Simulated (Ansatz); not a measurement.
CH3O3Re, singlet, at a GFN2-xTB geometry (such geometries of metal compounds can be far from the true shape) (core potentials on Re). Base run: PBE0/def2-SVP run with Ansatz (a first-principles code).

Geometry (Å):
```xyz
8

Re     0.0687    -0.1269    -0.0621
O      1.2041     0.7114    -0.9225
O      0.4943    -0.8015     1.3857
O     -1.2832    -0.6767    -0.8381
C     -0.8900     1.6436     0.8036
H     -0.1549     2.1950     1.3911
H     -1.7135     1.3252     1.4439
H     -1.2687     2.2732    -0.0025
```
Charge 0, spin multiplicity 1.
All else is at Ansatz's defaults.

Variants of this job, named by their change:

```tsv
change	basis functions	E (Eh)
base	103	-343.43608
basis = x2c-SVPall; relativity = spin-free X2C; nucleus = Gaussian	137	-16957.97192
basis = ANO-RCC-VDZP; relativity = spin-free X2C	139	-16961.11905
basis = x2c-SVPall; relativity = spin-free X2C	137	-16960.06106
basis = jorge-DZP-DKH; relativity = spin-free X2C	135	-16870.27787
basis = jorge-DZP-DKH; relativity = none	135	-14228.57722
basis = ANO-RCC-VDZP; relativity = none	139	-14120.90335
basis = x2c-SVPall; relativity = none	137	-14286.90269
basis = jorge-DZP-DKH; relativity = spin-free X2C; nucleus = Gaussian	135	-16868.48322
basis = ANO-RCC-VDZP; relativity = spin-free X2C; nucleus = Gaussian	139	-16958.57722
```

Totals shift with the method and basis; they matter in differences.

Ansatz warned in this series: the basis is contracted for relativity, which the run leaves out.

Basis sets contracted for a relativistic Hamiltonian are a mismatch without it, so the rows without relativity aren't non-relativistic limits. No row has spin-orbit coupling; sets with core potentials leave out the core electrons.
